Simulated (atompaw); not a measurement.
## What one change does to a pseudopotential (lead (Pb), PAW (atompaw))

Pb, PAW, made with atompaw 4.2.0.5 (PBE, scalar-relativistic). Core [Kr] 4d10 4f14, reference 5s2 5p6 5d10 6s2 6p2. Waves: 5s (bound): rc 1.30 bohr; 6s (bound): rc 1.30 bohr; 5p (bound): rc 1.80 bohr; 6p (bound): rc 2.30 bohr; 5d (bound): rc 2.30 bohr; 5d channel at -0.5 Ry: rc 2.30 bohr. Local part: bessel scheme, radius 2.10 bohr. Core correction: smooth core density matched at 2.15 bohr. Augmentation charge: sinc compensation charge, radius 2.00 bohr; PAW radius 2.30 bohr; waves and projectors: custom polynom2 7 10 vanderbiltortho.

All-electron outer shells of the reference configuration (PBE, scalar-relativistic, ld1.x):

| shell | level (eV) | outermost node (bohr) | outermost maximum (bohr) |
| --- | --- | --- | --- |
| 4d | -402.09 | 0.19 | 0.39 |
| 5s | -144.16 | 0.45 | 0.79 |
| 4f | -132.89 | – | 0.35 |
| 5p | -85.83 | 0.49 | 0.88 |
| 5d | -21.18 | 0.52 | 1.07 |
| 6s | -12.04 | 1.01 | 1.95 |
| 6p | -3.50 | 1.18 | 2.67 |

Change: wave 6p (bound): rc 2.30 bohr becomes 6p (bound): rc 1.18 bohr.

Cutoffs: the cutoffs (Ry, on a coarse ladder) from which the occupation-weighted sum of valence levels, in a spherical-Bessel basis at the reference potential, stays within 10 and 1 mRy of its value at 400 Ry; they do not see the model core or the augmentation charge, which bear on the density cutoff.

Q: What does the change do?

A: The potential gets harder (40 Ry and 180 Ry → 50 Ry and 260 Ry); neither file shows a bound ghost.

```tsv
quantity	base	changed
cutoff, loose	40 Ry	50 Ry
cutoff, tight	180 Ry	260 Ry
loose cutoff by channel (10 mRy a level)	s 21 Ry, p 21 Ry, d 12 Ry	s 21 Ry, p 25 Ry, d 12 Ry
bound ghosts	none	none
s: phases at 2.31 bohr within 0.05 rad from the reference energy up to (Ry; the scan ends near 5)	to the end of the scan	to the end of the scan
p: phases at 2.31 bohr within 0.05 rad from the reference energy up to (Ry; the scan ends near 5)	to the end of the scan	to the end of the scan
d: phases at 2.31 bohr within 0.05 rad from the reference energy up to (Ry; the scan ends near 5)	1.7	1.7
lowest overlap eigenvalue by channel	s 0.73, p 0.67, d 0.93	s 0.73, p 0.98, d 0.93
```

 The cutoffs see the waves, projectors and local potential, not the compensation charge or the core.
